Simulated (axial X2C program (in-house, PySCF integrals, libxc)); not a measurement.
**Worked dissociation energy of AsC⁺: PBEsol, without spin–orbit coupling**

All values were computed with an in-house relativistic program for diatomic molecules. Spin-free means the one-electron spin-free X2C Hamiltonian. Basis: As dyall-cv3z [9s9p6d4f1g], C dyall-v3z [7s6p2d1f] (cores contracted in-house); Gaussian nuclei, density fitting, unrestricted open shells. Masses: As 74.922 u, C 12.000 u.

Molecular state: M_S = 1, Λ = 1 (beyond evenly filled blocks: σα, π+α, π+β, π-α).

| Quantity | Value |
| --- | --- |
| E(As+) (2M_S = 2, M_L = 0) | -2258.488190 hartree |
| E(C) (2M_S = 2, M_L = 0) | -37.641723 hartree |
| E(AsC⁺) at Re | -2296.308580 hartree |
| ωe | 899.5 cm⁻¹ |
| ωexe | 5.14 cm⁻¹ |

Q: Work out De and D0.

A: De = -2258.488190 + (-37.641723) − (-2296.308580) = 0.17867 hartree = 4.862 eV. The zero-point energy is ωe/2 − ωexe/4 = 448 cm⁻¹ = 0.056 eV, so D0 = 4.806 eV.

The state is a single determinant with fixed occupations, the lowest that a limited PBE0 search found. Dissociation energies refer to the lowest single-determinant-based atoms at the same level and basis. Other states lie close and PBE0, whose exact exchange favours high spin, may order them wrongly; the determinant shown need not be the ground state. The nearest other spin-free determinant of the search, M_S = 0, Λ = 1, lies 0.34 eV up at the distance of the search. The functionals have no current-density term, which raises determinants with orbital currents, atoms included. The determinant is spin-polarised beyond a pure state at some levels (its spin-free form has ⟨S²⟩ too high), which makes Re and μ there less reliable. Spin-free De lacks the spin–orbit lowering of the heavy p-block atom, a tenth of an eV or more for 4p and 5p, up to an eV for 6p and one to two eV for 7p atoms, less what an open-shell molecule gains itself.

Each atomic determinant is the lowest at this level and need not be a pure term. Totals compare only within one Hamiltonian and basis.
